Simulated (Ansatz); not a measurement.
Calculated with Ansatz (gas phase, PBE0-D4/def2-TZVP geometries, no zero-point term in ΔE). CCSD(T)/CBS adds triple-zeta CCSD(T) − MP2 to the extrapolated MP2 energy (def2 sets, frozen cores). This one scheme is used for every species. DFT in def2-TZVPP. One conformer a species, not always the lowest.

Reaction (formal hydrolysis of a B–Cl bond): `OCBCl` + H₂O → `OBCO` + HCl

`OCBCl`:

Z-matrix (Å, degrees):
```
C
B 1 1.549
O 1 1.404 2 119.2
H 1 1.105 2 106.4 3 -124.9
H 1 1.104 2 106.6 3 125.0
Cl 2 1.749 1 120.1 3 0.4
H 2 1.191 1 122.1 3 -179.7
H 3 0.962 1 108.3 2 -0.7
```

H₂O:

Z-matrix (Å, degrees):
```
O
H 1 0.960
H 1 0.960 2 105.1
```

`OBCO`:

Cartesian coordinates in Å:
```
O 1.429 -0.326 -0.489
B 0.510 0.592 -0.096
C -0.902 0.053 0.292
O -1.078 -1.346 0.193
H 2.285 0.040 -0.720
H 0.786 1.760 -0.055
H -1.129 0.384 1.318
H -1.652 0.566 -0.332
H -0.248 -1.723 -0.112
```

HCl:

Z-matrix (Å, degrees):
```
Cl
H 1 1.279
```

| level | ΔE (kJ/mol) |
| --- | --- |
| r2SCANh | -43.9 |
| CCSD(T)/def2-SVP | -61.8 |
| MP2/def2-TZVPP | -42.3 |
| CCSD/def2-TZVPP | -48.6 |

Problem. What does CCSD(T)/CBS give? (Estimate.)

Solution. The calculation gave: -42.4 kJ/mol. The listed levels differ from it by -1.5, -19.4, 0.1, -6.2 kJ/mol.

Largest T1 diagnostic among the species: 0.012.

In def2-TZVPP, CCSD(T) changes the Hartree–Fock value by +6.9 kJ/mol (the triples alone add +1.9 kJ/mol) and MP2 by +11.3 kJ/mol. At CCSD(T), def2-SVP lies −19.3 kJ/mol from the extrapolated value and def2-TZVPP −4.2 kJ/mol.
